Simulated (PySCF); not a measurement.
C₆H₆Cl₂F₂Si₂, SMILES F[SiH](F)c1ccc(cc1)[SiH](Cl)Cl, singlet, GFN2-xTB optimised geometry. Atoms within 1.6 Å of the plane z = 0.0 Å (x, y, z in Å): Si1 (-0.58, -0.51, 0.00), F2 (1.02, -0.51, 0.00), F3 (-0.93, 1.06, 0.00), C4 (-1.21, -1.29, 1.59), H13 (-1.02, -1.06, -1.26).

Calculation: PBE0/def2-SVP in PySCF 2.14.0. Cells within 0.4 Å of a nucleus heavier than hydrogen are left out (blank, or x).

Map of the log10 of the electron density (e/bohr³), floored at −4 on the plane z = 0.0 Å:

```
|00000000000000000000000000000|
|00000000000000000000000000000|
|00000000000000000000000000000|
|00000000011110000000000000000|
|00000002233332100000000000000|
|00000123445544320000000000000|
|00000234566665431000000000000|
|00001345678876542100000000000|
|00002456899987643200000000000|
|000134578xxx98654221100000000|
|000134679xxx98654333221000000|
|0001345789xx98655554432100000|
|00112456789987666666543210000|
|00112356778877667777664320000|
|01122345677887778999865420000|
|01122345678xx9789xxx976431000|
|01123345679xxx889xxx986431000|
|01123445679xx9789xxx976431000|
|01123445667887778999875420000|
|01123345666766667787764320000|
|00123345566666556666554210000|
|00122334555555545554432100000|
|00112234444444433333321000000|
|00011223334433322222100000000|
|00001122333332221110000000000|
|00000112222222211100000000000|
|00000001111111111000000000000|
|00000000011111100000000000000|
|00000000000000000000000000000|
```
Scale: ten equal steps from -4.00 (start of '0') to -0.101 (end of '9'), in the order '0123456789'; x runs from -3.50 to 3.50, y from -3.50 (bottom) to 3.50 (top).
